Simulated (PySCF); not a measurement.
## C₆ coefficients of unlike pairs at BP86

Calculated with PySCF 2.14 from the dipole response of each species, C₆(A,B) = (3/π) ∫ α_A(iu) α_B(iu) du, in atomic units, from isotropic polarisabilities. For ions this is the dispersion term alone; charge-induced terms of lower order in 1/R come first.

```csv
species,configuration,basis,relativity,α (bohr³),C₆ (like pair)
Ne²⁺,[He] 2s2 2p4 (3P),aug-cc-pCVQZ-DK (9s8p6d4f2g),spin-free X2C,0.8666,1.102
Be,[He] 2s2 (1S),"x2c-QZVPPall with one added diffuse shell each of s, p type (8s5p2d1f)",spin-free X2C,43.28,260.8
Co³⁺,[Ar] 3d6 (5D),"aug-cc-pwCVTZ-DK with one added diffuse shell each of s, p, d, f, g type (11s10p8d5f4g)",spin-free X2C,1.891,4.583
Ar,[Ar] (1S),"aug-cc-pCVTZ-DK with one added diffuse shell each of s, p, d, f type (9s8p6d4f)",spin-free X2C,12.00,70.73
```

Question: Estimate C₆ for Be with Ne²⁺.

Answer: The integral gives 9.693. The combination rule 2 C_A C_B / (C_A α_B/α_A + C_B α_A/α_B) gives 9.539 and the geometric mean 16.95.

No spin-orbit coupling is included.

The other pairs:

| pair | C₆ |
| --- | --- |
| Co³⁺, Be | 20.71 |
| Ar, Be | 112.9 |
| Ar, Co³⁺ | 16.09 |
| Co³⁺, Ne²⁺ | 2.245 |
| Ar, Ne²⁺ | 7.735 |
